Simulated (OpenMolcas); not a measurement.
**4d⁵ along the 41-electron sequence**

```json
{
  "Program": "OpenMolcas 26.06",
  "Method": "MS-RASPT2, IPEA 0.25 Eh, imaginary shift 0.1 Eh",
  "Basis": "ANO-RCC-VTZP",
  "Scalar Hamiltonian": "DKH2, point nucleus",
  "Spin-orbit coupling": "RASSI with atomic mean-field integrals over the reference wave functions, term energies averaged over their components"
}
```

Active space for each ion: 11 electrons in 8 orbitals (RAS1 4p, at most 2 holes; RAS2 4d); closed shells correlated by CASPT2: 4s.

Computed levels in cm-1 above ⁶S_5/2:

```csv
Level,Tc2+,Ru3+,Rh4+,Pd5+,Ag6+
⁴G_5/2,20840,23830,26420,28520,31330
⁴G_7/2,20990,24060,26790,29120,32200
⁴G_11/2,21040,24140,26910,29310,32460
⁴G_9/2,21080,24200,27010,29470,32670
⁴P_3/2,23400,26880,29770,32070,35080
⁴P_1/2,23900,27590,30730,33350,36620
⁴D_7/2,24950,28790,32110,35000,38680
⁴D_1/2,25490,29620,33310,36660,40690
⁴D_3/2,25900,30190,34040,37580,41750
weight of ⁶S in the lowest level (%),99,99,99,98,98
```

Mixed levels, with the weight of the term that names them: Tc2+ ⁴P_3/2 (64 %), Tc2+ ⁴D_3/2 (64 %), Ru3+ ⁴P_3/2 (60 %), Ru3+ ⁴P_1/2 (72 %), Ru3+ ⁴D_1/2 (73 %), Ru3+ ⁴D_3/2 (60 %), Rh4+ ⁴P_3/2 (57 %), Rh4+ ⁴P_1/2 (69 %), Rh4+ ⁴D_1/2 (70 %), Rh4+ ⁴D_3/2 (57 %), Pd5+ ⁴P_3/2 (55 %), Pd5+ ⁴P_1/2 (68 %), Pd5+ ⁴D_1/2 (69 %), Pd5+ ⁴D_3/2 (55 %), Ag6+ ⁴P_3/2 (56 %), Ag6+ ⁴P_1/2 (69 %), Ag6+ ⁴D_1/2 (70 %), Ag6+ ⁴D_3/2 (55 %).

Measured, with the error of the calculation in %. Measured levels: Ag6+ from the list in Gamrath, thesis, University of Mons (2023).

```
  Level          Ag6+
 ⁴G_5/2  29390 (+6.6)
 ⁴G_7/2  30378 (+6.0)
⁴G_11/2  30662 (+5.9)
 ⁴G_9/2  30907 (+5.7)
 ⁴P_3/2  32994 (+6.3)
 ⁴P_1/2  34605 (+5.8)
 ⁴D_7/2  36485 (+6.0)
 ⁴D_1/2  38685 (+5.2)
 ⁴D_3/2  39788 (+4.9)
```

⁴G_5/2 changes by a factor of 1.5 over the same range, with steps per unit of Z of +2990, +2590, +2100, +2810 cm-1.

CASPT2 breaks the degeneracy within a term, and the mean is taken; among the terms shown or strongly mixed into the levels shown the widest spread is 420 cm-1 (4d⁵ ⁴G, Pd5+). Active for correlation alone: 4p; no level in the range computed is led by a configuration that opens it, so any true level of that kind is missing. Computed and measured levels are paired by configuration, term and J; levels that our copy of the source lacks, or whose pairing is in doubt (as where it misses far off the trend of its configuration), stay unpaired and out of the deviations. Levels of configurations outside the active space are missing.
